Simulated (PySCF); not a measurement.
C₅H₁₂Si.
Cartesian coordinates in Å at the PBE0-D3(BJ)/def2-SVP level; atoms count from 1:
```
atom  x, y, z in Å
C1    -2.3706    0.3595    0.7776
C2    -1.1571    0.0921   -0.0982
C3     0.0903    0.8468    0.3518
C4     1.3055    0.5609   -0.5029
C5     2.0093   -0.7990   -0.3454
Si6    3.0578    0.6647    0.1340
H7    -2.1830    0.0598    1.8215
H8    -3.2556   -0.1934    0.4275
H9    -2.6300    1.4306    0.7865
H10   -1.3826    0.3648   -1.1444
H11   -0.9368   -0.9895   -0.1125
H12    0.3076    0.5892    1.4050
H13   -0.1150    1.9316    0.3492
H14    1.1802    0.8673   -1.5510
H15    1.6311   -1.4414    0.4593
H16    2.2376   -1.3592   -1.2586
H17    4.1464    1.1128   -0.7706
H18    3.2823    0.9312    1.5777
```

Computed with PySCF at PBE0/pcSseg-1, non-relativistic, on one gas-phase PBE0-D3(BJ)/def2-SVP geometry that isn't relaxed in the solvent. The solvent is an IEF-PCM continuum (van der Waals radii × 1.2). Only the electrostatic response of the medium enters.

| run | E − E(gas) (kJ/mol) | HOMO (eV) | HOMO–LUMO gap (eV) | dipole (D) |
| --- | --- | --- | --- | --- |
| gas | 0.00 | -6.66 | 7.14 | 0.20 |
| P | -4.29 | -6.60 | 7.12 | 0.26 |
| Q | -2.96 | -6.60 | 7.13 | 0.25 |

**Question.** The runs were made in chloroform and water. Which run belongs to which solvent?

**Answer.** P = water, Q = chloroform. The dielectric constants are 4.711 (chloroform), 78.36 (water), and the energy falls further as ε rises. In this model the ground state sees the solvent through ε alone.

**Question.** How constant is the ratio of the lowering to (ε − 1)/(2ε + 1)?

**Answer.** 
```json
{"solvent": "chloroform", "(ε − 1)/(2ε + 1)": "0.356", "E − E(gas) (kJ/mol)": "-2.96", "ratio (kJ/mol)": "-8.3", "polarisation term (kJ/mol)": "-3.05"}
{"solvent": "water", "(ε − 1)/(2ε + 1)": "0.490", "E − E(gas) (kJ/mol)": "-4.29", "ratio (kJ/mol)": "-8.7", "polarisation term (kJ/mol)": "-4.50"}
```

The ratio changes by +5.2 % in size from chloroform to water. The polarisation term is half the interaction of the solute with the induced surface charges.
